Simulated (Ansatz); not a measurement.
Coupled-cluster diagnostics for closo-1-SB6 (no H on S) (B6H6S), Ansatz.

Geometry of the singlet (PBE0-D4/def2-SVP):

```csv
atom,x (Å),y (Å),z (Å)
B1,0.875,-1.052,-0.467
B2,0.569,-0.657,1.155
B3,-1.018,0.936,-0.420
B4,-0.601,0.572,1.184
B5,0.716,0.683,-0.031
B6,-0.106,-0.068,-1.440
S7,-1.103,-1.052,0.048
H8,1.511,-1.992,-0.845
H9,0.955,-1.273,2.106
H10,-1.935,1.626,-0.761
H11,-1.175,0.963,2.158
H12,1.587,1.513,-0.070
H13,-0.275,-0.200,-2.617
```

Correlated methods freeze 11 core orbitals. Another isomer (singlet) lies 0.72 eV lower at PBE0-D4/def2-TZVP; other spin states weren't run for this one.

**Question.** Estimate the CCSD(T) correlation energy, the shares of MP2 and (T), T1 and the reference's ⟨S²⟩ for: charge 0, singlet, own geometry in def2-SVP; and the rough time on 4 threads of Arm Neoverse V1 on a shared host.

**Answer.** 
```tsv
state	basis	correlation (eV)	MP2 share (%)	(T) share (%)	T1	⟨S²⟩ (pure)	wall time
charge 0, singlet, own geometry	def2-SVP	-21.362	89.4	4.7	0.012	0.00 (0.00)	12 s
```
Customary marks for T1 are 0.02 (closed shells), 0.045 (open shells) and about 0.05 (3d metals). T1 stays under 0.02 throughout.
